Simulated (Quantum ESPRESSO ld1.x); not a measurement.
Q: Mg VII, 6 electrons, occupied as [He] 2s2 2p2. Calculated with ld1.x of Quantum ESPRESSO 7.5: Dirac Kohn-Sham, PW91, spin-unpolarised, spherical densities, point nucleus; open shells fill j = l - 1/2 first. Some entries of the table are withheld. Estimate them.

| orbital | occ. | eigenvalue (eV) | r(max) (bohr) |
|---|---|---|---|
| 1s1/2 | 2 | (1) | (2) |
| 2s1/2 | 2 | (3) | 0.5071 |
| 2p1/2 | 2 | (4) | (5) |
| 2p3/2 | 0 | (6) | (7) |

A: 
(1) 1s1/2 eigenvalue (eV): -1457.61
(2) 1s1/2 r(max) (bohr): 0.08501
(3) 2s1/2 eigenvalue (eV): -231.313
(4) 2p1/2 eigenvalue (eV): -203.115
(5) 2p1/2 r(max) (bohr): 0.4216
(6) 2p3/2 eigenvalue (eV): -202.673
(7) 2p3/2 r(max) (bohr): 0.4228
